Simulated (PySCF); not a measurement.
Isomers of C7H13N, mass 111.105 u with the commonest isotopes. Method: PBE0-D3(BJ)/def2-SVP geometry optimisation, gas phase in PySCF 2.14.0. One conformer each, none proved a minimum here; rigid rotors.

**Question.** Order these by radius of gyration √(Σ m r²/M), largest first.
A. `[CH2:1]1[CH2:2][CH:3]2[CH2:4][CH2:5][CH2:6][N:7]2[CH2:8]1` with C8–C1–C2–C3 -40°, C1–C2–C3–C4 145°, C2–C3–C4–C5 -93°, C3–C4–C5–C6 -36°
B. `C[C@@H]1C[C@@H]2CC[C@H]1N2`
C. `[CH3:1][C:2]([CH3:3])=[N:4][CH:5]1[CH2:6][CH2:7][CH2:8]1` with C2–N4–C5–C6 -89°, N4–C5–C6–C7 -139°, C5–C6–C7–C8 19°, C6–C7–C8–C5 -19°, N4–C5–C8–C7 139°
D. `[H]/[N:8]=[CH:7]\[CH2:6][C:4](=[C:2]([CH3:1])[CH3:3])[CH3:5]` with C2–C4–C6–C7 82°, C4–C6–C7–N8 -126°
E. `[H]/[N:8]=[CH:7]/[C@@H:5]([CH2:4]/[CH:3]=[CH:2]/[CH3:1])[CH3:6]` with C2–C3–C4–C5 -114°, C3–C4–C5–C6 -61°, C4–C5–C7–N8 114°

**Answer.** E (2.312 Å), C (2.182 Å), D (2.137 Å), A (1.790 Å), B (1.732 Å).

**Question.** Order these by rotational constant B, smallest first.
A. `[CH2:1]1[CH2:2][CH:3]2[CH2:4][CH2:5][CH2:6][N:7]2[CH2:8]1` with C8–C1–C2–C3 -40°, C1–C2–C3–C4 145°, C2–C3–C4–C5 -93°, C3–C4–C5–C6 -36°
B. `[H]/[N:8]=[CH:7]\[CH2:6][C:4](=[C:2]([CH3:1])[CH3:3])[CH3:5]` with C2–C4–C6–C7 82°, C4–C6–C7–N8 -126°
C. `[CH3:1][C:2]([CH3:3])=[N:4][CH:5]1[CH2:6][CH2:7][CH2:8]1` with C2–N4–C5–C6 -89°, N4–C5–C6–C7 -139°, C5–C6–C7–C8 19°, C6–C7–C8–C5 -19°, N4–C5–C8–C7 139°
D. `C[C@@H]1C[C@@H]2CC[C@H]1N2`
E. `[H]/[N:8]=[CH:7]/[C@@H:5]([CH2:4]/[CH:3]=[CH:2]/[CH3:1])[CH3:6]` with C2–C3–C4–C5 -114°, C3–C4–C5–C6 -61°, C4–C5–C7–N8 114°

**Answer.** E (1078 MHz), C (1117 MHz), B (1424 MHz), A (2040 MHz), D (2091 MHz).

**Question.** Order these by rotational constant C, smallest first.
A. `[CH2:1]1[CH2:2][CH:3]2[CH2:4][CH2:5][CH2:6][N:7]2[CH2:8]1` with C8–C1–C2–C3 -40°, C1–C2–C3–C4 145°, C2–C3–C4–C5 -93°, C3–C4–C5–C6 -36°
B. `C[C@@H]1C[C@@H]2CC[C@H]1N2`
C. `[H]/[N:8]=[CH:7]/[C@@H:5]([CH2:4]/[CH:3]=[CH:2]/[CH3:1])[CH3:6]` with C2–C3–C4–C5 -114°, C3–C4–C5–C6 -61°, C4–C5–C7–N8 114°
D. `[CH3:1][C:2]([CH3:3])=[N:4][CH:5]1[CH2:6][CH2:7][CH2:8]1` with C2–N4–C5–C6 -89°, N4–C5–C6–C7 -139°, C5–C6–C7–C8 19°, C6–C7–C8–C5 -19°, N4–C5–C8–C7 139°
E. `[H]/[N:8]=[CH:7]\[CH2:6][C:4](=[C:2]([CH3:1])[CH3:3])[CH3:5]` with C2–C4–C6–C7 82°, C4–C6–C7–N8 -126°

**Answer.** C (919.9 MHz), D (1013 MHz), E (1052 MHz), A (1551 MHz), B (1897 MHz).

| SMILES | point group | Ia (u·Å²) | Ib (u·Å²) | Ic (u·Å²) | κ | μa (D) | μb (D) | μc (D) |
| --- | --- | --- | --- | --- | --- | --- | --- | --- |
| C[C@@H]1C[C@@H]2CC[C@H]1N2 | C1 | 158.50 | 241.69 | 266.45 | -0.70 | 0.30 | 0.81 | 0.53 |
| CC(C)=NC1CCC1 | C1 | 106.40 | 452.63 | 499.05 | -0.94 | 0.85 | 1.69 | 0.28 |
| [H]/N=C/[C@H](C)C/C=C/C | C1 | 169.92 | 468.96 | 549.41 | -0.85 | 1.62 | 0.29 | 1.15 |
| C1CC2CCCN2C1 | C1 | 138.15 | 247.77 | 325.91 | -0.54 | 0.05 | 0.44 | 0.83 |
| [H]/N=C\CC(C)=C(C)C | C1 | 179.38 | 354.97 | 480.34 | -0.58 | 1.98 | 0.62 | 1.42 |
